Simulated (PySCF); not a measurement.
Species: C2H7BN, net charge 0, doublet state. It need not be the lowest isomer of its formula. 
Coordinates optimised at B3LYP-D3(BJ)/def2-TZVP (Ansatz):
```
B
N 1 1.4088
H 2 1.0063 1 123.09
H 2 1.0067 3 113.56 1 180.00
C 1 1.5385 2 118.44 3 -180.00
H 5 1.0848 1 122.84 2 180.00
H 5 1.0868 6 113.83 1 -180.00
C 1 1.5813 2 119.93 3 0.00
H 8 1.0929 1 113.86 2 0.00
H 8 1.0946 9 107.57 1 -123.18
H 8 1.0946 9 107.57 10 -113.64
```
Charge 0, spin multiplicity 2.

Dispersion corrections to the total energy (kcal/mol) from the dftd3 and dftd4 libraries through PySCF: D3(BJ) without and D4 with the three-body term, each with the damping fitted for the functional named.

| functional | D3(BJ) | D4 |
|---|---|---|
| BHLYP | -5.38 | -4.25 |
| PBE | -4.20 | -3.85 |
| B3LYP | -7.07 | -6.15 |
| CAM-B3LYP | -3.09 | ? |
| r2SCAN | ? | -0.97 |
| PBE0 | -3.56 | ? |
| HSE06 | -2.59 | -2.96 |

Some entries are withheld; supply them.


- CAM-B3LYP, D4: -3.20
- r2SCAN, D3(BJ): -1.17
- PBE0, D4: -3.21
